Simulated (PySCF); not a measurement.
Br₂Nb, neutral, multiplicity 4. Atoms are numbered in the order given.

```xyz
3

Nb     0.0000     0.0000     0.0000
Br     0.0000     0.0000    -2.4632
Br     0.0000     0.0000     2.4632
```
Charge 0, spin multiplicity 4.

Coordinates come from a B3LYP-D3(BJ)/def2-SVP optimisation. The multiplicity is an assumed one; other spin states were not compared. The def2 effective core potentials stand for the cores of Nb; spin–orbit coupling is left out.

These are r2SCAN/def2-TZVPD in PySCF values and carry that method's errors.

Isolated molecule, no solvent.

```
Property                                                          Result
-----------------------------------------------  -----------------------
total energy                                         -5205.36241 hartree
point group                                                          D∞h
α spin, highest occupied and lowest empty level       -5.57 and -4.13 eV
β spin, highest occupied and lowest empty level       -8.06 and -2.85 eV
dipole moment                                                     0.00 D
mean static polarisability                         94.7 bohr³ (14.04 Å³)
polarisability, principal values                 74.7, 74.7, 134.8 bohr³
⟨S²⟩                                             3.779 (pure state 3.75)
```
